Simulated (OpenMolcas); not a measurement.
## SiCNClF2 (SMILES N#C[Si](F)(F)Cl): methods side by side

The species is SiCNClF2 (6 atoms), meant as a singlet with charge 0. As SMILES, `N#C[Si](F)(F)Cl`. The shape is that of a PBE0-D4/def2-TZVP optimisation.

Quantity: the dipole moment, in D. The values are calculated.

```tsv
level	kind	program	value (D)	CPU time
SVWN5/cc-pVDZ	LDA	OpenMolcas	1.86	34 s
BLYP/cc-pVDZ	GGA	OpenMolcas	1.84	54 s
revPBE/cc-pVDZ	GGA	OpenMolcas	1.82	48 s
M06-L/cc-pVDZ	meta-GGA	OpenMolcas	1.85	62 s
TPSS/cc-pVDZ	meta-GGA	OpenMolcas	1.85	63 s
r2SCAN/cc-pVDZ	meta-GGA	OpenMolcas	1.85	57 s
B3LYP/cc-pVDZ	global hybrid	OpenMolcas	1.83	42 s
M06-2X/cc-pVDZ	hybrid meta-GGA	OpenMolcas	1.81	51 s
```

The values span 1.81 to 1.86 D. Magnitudes only. CPU times are rough (shared hosts, several kinds of processor and program).
